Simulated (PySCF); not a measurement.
C2H4Cl2Si, SMILES [SiH2](Cl)/C=C\Cl.

Geometry: PBE0-D3(BJ)/def2-SVP. The structure was generated by enumeration; whether it is a known compound was not checked. One conformer was computed; it need not be the lowest.

These are PySCF with B3LYP/def2-TZVP values and carry that method's errors.

Symmetry labels are those of the subgroup Cs that the program uses (full group Cs).

Computed valence orbital energies around the gap with their symmetry:
```csv
orbital,symmetry,energy (eV)
HOMO−7,A",-10.90
HOMO−6,A',-10.60
HOMO−5,A",-10.20
HOMO−4,A',-9.99
HOMO−3,A',-9.18
HOMO−2,A",-8.67
HOMO−1,A',-8.67
HOMO,A",-7.68
LUMO,A",-1.35
LUMO+1,A',-0.04
LUMO+2,A',0.45
LUMO+3,A',0.92
```
